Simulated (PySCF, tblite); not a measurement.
Species: C7H17AlOSi.
SMILES with atom numbers: `[CH3:1][Si:2]([CH3:3])([CH3:4])[O:5][Al:6]1[CH2:7][CH2:8][CH2:9][CH2:10]1` (hydrogens: H11, H12, H13 on C1; H14, H15, H16 on C3; H17, H18, H19 on C4; H20, H21 on C7; H22, H23 on C8; H24, H25 on C9; H26, H27 on C10)

Jobs on this species (27 atoms, 94 electrons) with PySCF (density fitting) and tblite. Hardware of each: Arm Neoverse N1, one thread (shared host). Times come from a shared host and carry two figures at best.

| level and settings | work | basis functions | SCF cycles | wall time |
| --- | --- | --- | --- | --- |
| B3LYP/pcSseg-1 | shieldings, ring-centre shieldings | 269 | ? | ? |
| GFN2-xTB | Hessian by finite differences | – | – | 3.2 s |
| PBE0-D3(BJ)/def2-SVP, grid level 1 | geometry optimisation from a GFN2-xTB start shaken at random | 233 | 44 | 7.1 min |
| GFN2-xTB | L-BFGS relaxation | – | – | 3.1 s |
| PBE0/pcSseg-1 | shieldings, ring-centre shieldings, charges and field gradients | 269 | 14 | 2.4 min |

Fill in the missing figures.

- B3LYP/pcSseg-1; shieldings, ring-centre shieldings: 2.3 min, 14 SCF cycles

What do all jobs in the table cost together?

About 12 min; the longest takes about 60 % of that, and about 140 times as long as the shortest.
